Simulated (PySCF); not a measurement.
## How neighbours change a Si atom

Gas-phase molecules, one conformer each, optimised by PBE0-D3(BJ)/def2-SVP. No frequency run checks that these structures are minima. Shifts by GIAO PBE0/pcSseg-2 against computed TMS. Core levels by delta-SCF with SCAN, pcX-2 on the ionised atom and pcseg-1 elsewhere, spin-free X2C (2p3/2 is the spin-free 2p value less a third of a first-order spin-orbit splitting); from the vacuum level. Excitations by CAM-B3LYP/def2-SVPD.

(1) Order these by the lowest singlet (eV), lowest first.
A. F[SiH]([SiH3])[SiH3] (Si bonded to 1 F + 2 Si + 1 H)
B. F[SiH](F)[SiH3] (Si bonded to 2 F + 1 Si + 1 H)
C. [SiH3][SiH]([SiH3])[SiH3] (Si bonded to 3 Si + 1 H)
D. F[SiH](F)F (Si bonded to 3 F + 1 H)

(2) Give the other values.

## Answers

(1) A (5.85), C (6.7), B (6.97), D (10.66).

(2) 
| structure (SMILES) | Si bonded to | shift of Si (ppm) | core level of Si (eV) | lowest singlet (eV) |
| --- | --- | --- | --- | --- |
| [SiH3][SiH]([SiH3])[SiH3] | 3 Si + 1 H | -139.6 | 105.95 | 6.70 |
| F[SiH]([SiH3])[SiH3] | 1 F + 2 Si + 1 H | 20.3 | 107.46 | 5.85 |
| F[SiH](F)[SiH3] | 2 F + 1 Si + 1 H | 8.2 | 108.88 | 6.97 |
| F[SiH](F)F | 3 F + 1 H | -71.8 | 110.76 | 10.66 |
